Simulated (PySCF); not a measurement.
C4H6N2S.
Geometry (GFN2-xTB, Å), atoms numbered from 1 in this order:
```
atom  x, y, z in Å
C1    -1.426   -0.947   -0.107
C2    -0.739    0.371   -0.060
N3    -1.431    1.522   -0.114
N4    -0.744    2.570   -0.067
S5     0.887    2.277    0.051
C6     0.625    0.580    0.038
C7     1.701   -0.435    0.130
H8    -1.137   -1.495   -1.004
H9    -1.156   -1.548    0.761
H10   -2.500   -0.789   -0.116
H11    2.679    0.029    0.043
H12    1.588   -1.178   -0.660
H13    1.647   -0.956    1.088
```

Computed at PBE0/pcSseg-1 (PySCF, non-relativistic), with Q(14N) = 0.02044 b, Q(33S) = −0.0678 b: N3, 14N (I = 1): χzz = -5.434 MHz, η = 0.113; N4, 14N (I = 1): χzz = -4.873 MHz, η = 0.484; S5, 33S (I = 3/2): χzz = -30.04 MHz, η = 0.398.

**Question.** Where would the pure quadrupole (NQR) lines of 14N at N3 fall for the rigid, isolated species?

**Answer.** From ν± = (3/4)|χ|(1 ± η/3) and ν0 = |χ|η/2: ν+ 4.228 MHz, ν− 3.922 MHz, ν0 0.306 MHz (pyridine-type nitrogen).

**Question.** Find the zero-field quadrupole resonance frequencies of 14N at N4.

**Answer.** From ν± = (3/4)|χ|(1 ± η/3) and ν0 = |χ|η/2: ν+ 4.245 MHz, ν− 3.065 MHz, ν0 1.179 MHz (pyridine-type nitrogen).

**Question.** Where would the pure quadrupole (NQR) lines of 33S at S5 fall for the rigid, isolated species?

**Answer.** From ν = (|χ|/2)√(1 + η²/3): ν = 15.41 MHz (ring sulfur).

In a crystal, neighbours and librations shift these lines. GFN2-xTB bond lengths can be off by several hundredths of an ångström, more for odd bonds, and the gradients follow them. With so small a basis the couplings can be 20 % off.
